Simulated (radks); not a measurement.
Results of a calculation; reference values are marked as such.
The bromine anion Br- inside a hard spherical wall (all orbitals vanish at R), configuration held at [Kr] and not refilled when levels cross. Code: a radial shooting solver on a logarithmic mesh with Libxc functionals. Model: scalar-relativistic Kohn-Sham, LDA (Slater exchange, VWN5 correlation), spin-polarised, spherical densities, point nucleus. Eigenvalues in eV for spin up, with the zero of energy where the potential of the charges vanishes at infinity; a dash marks a level that is unbound or too diffuse for the functional's potential to be trusted. A positive occupied level is held by the wall or, in an anion where self-interaction has pushed it up, behind a barrier. The pressure on the wall is -dE/dV.

R (bohr)  E (hartree)  kinetic (hartree)    e(3p)    e(3d)    e(4s)   e(4p)  e(5s, empty)  e(5p, empty)  pressure (GPa)
20        -2603.27080           2658.639  -164.25  -58.045  -11.803  -0.023         2.436         2.663        < 0.0001
12        -2603.27065           2658.641  -164.22  -58.019  -11.779  -0.002         3.728         4.684         0.00200
8         -2603.26572           2658.672  -163.86  -57.653  -11.459   0.295         6.026         8.465           0.178
3.5       -2602.32472           2662.608  -150.11  -44.034   -0.957  11.944        45.007        56.580             269
2.5       -2598.45399           2675.487  -127.60  -21.927   20.686  37.484        122.55        140.48            3240
2         -2590.62875           2698.944  -102.19    3.193   55.138  76.928        234.06        255.90           15500
1.5       -2562.85643           2777.013  -46.896   60.377   162.48  193.08        527.37        548.80          110000
